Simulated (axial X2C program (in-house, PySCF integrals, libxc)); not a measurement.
**Potential curves of RuO⁻, spin-free**

Computed with an in-house relativistic program for diatomic molecules. Spin-free means the one-electron spin-free X2C Hamiltonian. Basis: Ru dyall-acv3z [13s13p9d5f3g], O dyall-av3z [7s6p3d2f] (cores contracted in-house); Gaussian nuclei, density fitting, unrestricted open shells. Masses: Ru 101.904 u, O 15.995 u.

State: M_S = 3/2, Λ = 0 (beyond evenly filled blocks: σα, π+α, π-α). Energies in eV from the fragments at the same level (Ru + O-). Fits are polynomials in 1 − R0/R over 0.85 to 1.23 times the lowest point R0.

| R (Å) | PBEsol | PBE0 |
| --- | --- | --- |
| 1.4921 | -4.6394 | -3.1811 |
| 1.5607 | -5.3456 | -3.8982 |
| 1.6121 | -5.6265 | -4.1843 |
| 1.6636 | -5.7467 | -4.3055 |
| 1.7150 | -5.7427 | -4.2986 |
| 1.7750 | -5.6211 | -4.1694 |
| 1.8351 | -5.4087 | -3.9466 |
| 1.9122 | -5.0503 | -3.5748 |
| 2.0065 | -4.5415 | -3.0620 |
| 2.1438 | -3.7669 | -2.3625 |

Occupations by symmetry block were frozen at the best pattern of an incomplete PBE0 search. Dissociation energies refer to the lowest single-determinant-based atoms at the same level and basis. PBE0 can misorder states that lie within some tenths of an eV, so this need not be the ground state of the molecule. The nearest other spin-free determinant of the search, M_S = 5/2, Λ = 2, lies 0.27 eV up at the distance of the search. The functionals have no current-density term, which raises determinants with orbital currents, atoms included. At some level and bond length an empty orbital lies below a filled one. The highest occupied level of some functionals is positive through self-interaction error; at Hartree–Fock it is bound. With spin–orbit coupling the lowest determinant has another configuration, so this spin-free state is a model.

**Question.** What are Re, ωe and De at the PBEsol level?

**Answer.** At PBEsol, spin-free: Re = 1.687 Å, ωe ≈ 901 cm⁻¹, De = 5.76 eV to Ru + O-; Be follows as 0.429 cm⁻¹.

**Question.** What are Re, ωe and De at the PBE0 level?

**Answer.** At PBE0, spin-free: Re = 1.686 Å, ωe ≈ 919 cm⁻¹, De = 4.32 eV to Ru + O-; Be follows as 0.429 cm⁻¹.
